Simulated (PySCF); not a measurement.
CH6ClFOSi2, SMILES C[Si@@](O)(Cl)[SiH2]F.

Geometry optimised at B3LYP-D3(BJ)/def2-SVP. The structure was generated by enumeration; whether it is a known compound was not checked. Other conformers were not sampled.

All values below come from HF/def2-TZVP (PySCF).

### Question
Estimate the frontier levels, gap, dipole moment and polarisability. (The exact figures need the calculation; the answer reports its results.)

### Answer

```
Quantity                                                                                                        Value
---------------------------------------------------------------------------------------------  ----------------------
highest occupied level                                                                                      -11.00 eV
lowest empty level                                                                                            2.43 eV
orbital gap                                                                                                  13.43 eV
dipole moment                                                                                                  3.48 D
quadrupole, principal values (traceless, Buckingham form, about the centre of nuclear charge)  -7.01, -2.08, 9.09 D·Å
mean static polarisability                                                                      71.2 bohr³ (10.55 Å³)
polarisability, principal values                                                               64.5, 70.5, 78.6 bohr³
```
